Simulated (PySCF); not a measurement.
System: sum formula SiNH$_{4}$ (charge 0, doublet). It need not be the lowest isomer of its formula. 
Geometry from a B3LYP-D3(BJ)/def2-TZVP (Ansatz) optimisation:
```xyz
6

N      1.1558    -0.3137    -0.3124
Si    -0.4627     0.1681     0.1635
H      1.1601    -1.0363    -1.0369
H     -1.0917    -0.9642     0.8949
H     -1.3071     0.5003    -1.0142
H     -0.3738     1.3424     1.0542
```
Charge 0, spin multiplicity 2.

Dispersion corrections to the total energy (kcal/mol) from the dftd3 and dftd4 libraries through PySCF: D3(BJ) without and D4 with the three-body term, each with the damping fitted for the functional named.

| functional | D3(BJ) | D4 |
|---|---|---|
| BLYP | -4.03 | … |
| B3LYP | -3.29 | -2.63 |
| BHLYP | … | -1.90 |
| HSE06 | -1.15 | -1.23 |
| BP86 | -2.92 | -2.09 |
| PBE | -1.85 | -1.62 |
| CAM-B3LYP | -1.39 | … |

### Question
Complete the blanks.

### Answer

- BLYP, D4: -3.70
- BHLYP, D3(BJ): -2.61
- CAM-B3LYP, D4: -1.33
